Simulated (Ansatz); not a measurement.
Program: Ansatz 0.2.0.

Basis-set series for C2H9SbSi, SMILES `[CH3][Sb]([CH3])[SiH3]`. Total charge 0; spin multiplicity 1. Sb takes the def2 core potential. The geometry is a stationary point of PBE0-D4/def2-TZVP.

```tsv
functional	basis	functions	energy (Eh)	HOMO (eV)	LUMO (eV)
PBE0-D4	def2-SVP	117	-610.99947	-6.51	0.05
PBE0-D4	def2-QZVPP	536	-611.21879	-6.57	-0.34
ωB97M-V	def2-SVP	117	-611.07367	-8.49	1.79
ωB97M-V	def2-QZVPP	536	-611.30204	-8.57	1.00
```

Question: Give the rows for def2-TZVPP. (An estimate is asked.)

Answer: The calculation gave: 
```tsv
functional	basis	functions	energy (Eh)	HOMO (eV)	LUMO (eV)
PBE0-D4	def2-TZVPP	280	-611.20209	-6.56	-0.25
ωB97M-V	def2-TZVPP	280	-611.28574	-8.56	1.27
```

Positive LUMOs are unbound and depend on the basis.
